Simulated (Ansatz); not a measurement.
System: CH2N, net charge -1, singlet state. It need not be the lowest isomer of its formula. Whether it binds its extra electron was not tested at this geometry. 
Structure (B3LYP-D3(BJ)/def2-TZVP (Ansatz, an electronic-structure program) minimum search):
```xyz
4

C     -0.7014     0.0944     0.0076
N      0.5327    -0.3221    -0.0342
H     -0.7601     1.2427     0.1381
H      1.2390     0.4451     0.0563
```
Charge -1, spin multiplicity 1.

Total electronic energies in hartree. Correlated levels leave the core frozen unless marked. No spin-orbit coupling. No relativistic terms. Basis-set limits of correlation are two-point, X^-3; Hartree-Fock from the larger set.

```json
[
 {"level": "PBE0/6-31G*", "program": "Ansatz", "energy (Eh)": "-93.81940"},
 {"level": "MP2/STO-3G", "program": "Ansatz", "energy (Eh)": "-92.09563"},
 {"level": "MP2/def2-QZVPP", "program": "Ansatz", "energy (Eh)": "-93.80965"},
 {"level": "RI-MP2/def2-TZVPPD", "program": "Ansatz", "energy (Eh)": "-93.78395"},
 {"level": "SCS-MP2/6-31G", "program": "Ansatz", "energy (Eh)": "-93.48801"},
 {"level": "SCS-MP2/cc-pVDZ", "program": "Ansatz", "energy (Eh)": "-93.65164"},
 {"level": "CCSD(T)/6-31G*", "program": "Ansatz", "energy (Eh)": "-93.65447"},
 {"level": "CCSD(T)/cc-pwCVTZ", "program": "Ansatz", "energy (Eh)": "-93.80555"},
 {"level": "CCSD(T)/CBS(aug-cc-pVTZ,aug-cc-pVQZ)", "program": "Ansatz", "energy (Eh)": "-93.8596"}
]
```

Totals of different functionals don't rank their quality; only differences between species are comparable.
